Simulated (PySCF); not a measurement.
Al(Me)(OSiH3) (CH₆AlOSi), SMILES [CH3][Al+][O][SiH3], charge +1.

Coordinates come from a PBE0-D3(BJ)/def2-SVP optimisation. The multiplicity is an assumed one; no other spin state was optimised. The isomer is the one that the SMILES or the coordinates give; other isomers of the formula were not compared. Other conformers were not sampled.

Level of theory: C-PCM-PBE0/def2-SVP (PySCF).

The values are the electrostatic part of the solvation free energy, E(continuum) − E(gas) at the gas-phase geometry, in a cavity of scaled van der Waals radii (PySCF's table); cavitation and dispersion terms are not included. A continuum can't describe solvent molecules that bind to the metal. In vacuum the orbital gap is 6.34 eV.

```tsv
solvent	ε	ΔG(elec) (kcal/mol)	gap (eV)
water	78.36	?	?
dichloromethane	8.93	-56.8	7.47
ethanol	24.85	-61.6	7.57
```

Problem. Complete the blanks. (The exact figures need the calculation; the answer reports its results.)

Solution. 
- water, ΔG(elec) (kcal/mol): -63.4
- water, gap (eV): 7.60
